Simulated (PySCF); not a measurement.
These are B3LYP-D3(BJ)/def2-TZVP // r2SCAN-D4/def2-SVP (PySCF) values and carry that method's errors. Isolated molecules, 0 K electronic values unless said otherwise. B3LYP has the VWN-RPA correlation part, as in Gaussian. 

Reference species: [Hf(H)4] (neutral, multiplicity 1).

The LUMO is -2.34 eV. The mean distance from the central atom to its bonded neighbours comes out as 1.847 Å.

Changed species: [Hf(Cl)(H)3] (3 of 4 Cl replaced by H; the reference has 4 of 4 Cl replaced by H).

Problem. What does the change do to the LUMO and mean distance from the central atom to its bonded neighbours?

Solution. the LUMO falls by 0.10 eV, to -2.44 eV; the mean distance from the central atom to its bonded neighbours increases by 0.118 Å, to 1.965 Å.
